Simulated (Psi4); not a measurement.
Pair of molecules, SMILES [AlH3] with SMILES [AsH3] (the first has 4 atoms); geometry from B3LYP-D3(BJ)/def2-TZVP, rigid monomers moved along the line of their centres of mass till Al1···As5 is 3.74 Å.
(charge 0, multiplicity 1):
```json
[
 {"atom": "Al", "x (Å)": "0.2822", "y (Å)": "0.6255", "z (Å)": "0.5610"},
 {"atom": "H", "x (Å)": "-0.5405", "y (Å)": "-0.2926", "z (Å)": "-0.4415"},
 {"atom": "H", "x (Å)": "-0.2475", "y (Å)": "2.0913", "z (Å)": "0.8698"},
 {"atom": "H", "x (Å)": "1.8116", "y (Å)": "0.2894", "z (Å)": "0.8303"},
 {"atom": "As", "x (Å)": "-1.0254", "y (Å)": "-0.9357", "z (Å)": "3.6938"},
 {"atom": "H", "x (Å)": "-0.5603", "y (Å)": "-0.4357", "z (Å)": "5.0416"},
 {"atom": "H", "x (Å)": "-0.8063", "y (Å)": "-2.4072", "z (Å)": "3.9578"},
 {"atom": "H", "x (Å)": "-2.5067", "y (Å)": "-0.9141", "z (Å)": "3.9908"}
]
```

The numbers are results of SAPT0/aug-cc-pVDZ run with Psi4, not measurements.

Q: Give the four SAPT terms and the total, and say what mostly holds the pair together.

A: electrostatics -4.65, exchange 2.12, induction -2.14, dispersion -1.44, total -6.11 kcal/mol; the largest attraction is electrostatics.
